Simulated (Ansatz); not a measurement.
Al₁₁. Charge 0, multiplicity 2. Geometry PBE-D4/def2-SVP.

```xyz
11

Al   -0.020   -2.897   -0.274
Al    1.272   -0.891    1.190
Al    1.752    0.997   -0.616
Al   -2.778    0.509    1.413
Al    1.035   -1.305   -2.083
Al   -0.870   -0.110   -0.865
Al   -0.232    1.282    1.345
Al   -1.262   -1.463    1.540
Al    3.176   -1.327   -0.577
Al   -2.242    2.262   -0.335
Al    0.168    2.943   -0.738
```

At HF/STO-3G, HF/def2-TZVP the charge 0 doublet is spin-contaminated (final ⟨S²⟩ up to 3.25, 0.75 for a pure state). At HF/STO-3G the highest occupied level of the charge 0 doublet lies above zero (up to 0.66 eV). In Hartree–Fock with STO-3G the lack of diffuse functions raises the level. Another isomer (doublet) lies 0.41 eV lower at PBE0-D4/def2-TZVP; other spin states weren't run for this one.

Estimate the α-spin orbital energies around the gap (eV) in Ansatz with HF/STO-3G, HF/def2-TZVP, PBE-D4/def2-SVP, PBE0-D4/def2-SVP, PBE0-D4/def2-TZVP.


```
orbital  HF/STO-3G  HF/def2-TZVP  PBE-D4/def2-SVP  PBE0-D4/def2-SVP  PBE0-D4/def2-TZVP
HOMO−13      -9.35        -13.76            -9.63            -10.94             -10.75
HOMO−12      -8.59        -13.26            -9.24            -10.52             -10.33
HOMO−11      -7.43        -12.01            -8.53             -9.69              -9.51
HOMO−10      -6.83        -10.80            -7.79             -8.82              -8.67
 HOMO−9      -5.81        -10.26            -7.42             -8.38              -8.23
 HOMO−8      -4.82         -9.52            -6.73             -7.63              -7.48
 HOMO−7      -3.30         -8.65            -6.48             -7.30              -7.15
 HOMO−6      -2.17         -7.74            -5.85             -6.49              -6.34
 HOMO−5      -0.80         -7.27            -5.61             -6.25              -6.09
 HOMO−4      -0.62         -7.12            -5.47             -6.13              -5.96
 HOMO−3      -0.32         -6.91            -5.09             -5.73              -5.56
 HOMO−2      -0.21         -6.69            -5.02             -5.68              -5.52
 HOMO−1       0.08         -6.50            -4.71             -5.35              -5.20
   HOMO       0.56         -6.07            -4.53             -5.10              -4.97
   LUMO       6.73         -0.72            -3.81             -3.34              -3.22
 LUMO+1       7.29         -0.57            -3.79             -3.28              -3.15
 LUMO+2       7.47         -0.39            -3.35             -2.89              -2.74
 LUMO+3       8.18          0.11            -2.98             -2.46              -2.34
 LUMO+4       8.85          0.36            -2.87             -2.38              -2.25
 LUMO+5       9.77          0.42            -2.66             -2.10              -1.99
 β HOMO       0.66         -6.20            -4.61             -5.18              -5.04
 β LUMO       6.21         -0.60            -4.07             -3.52              -3.39
```
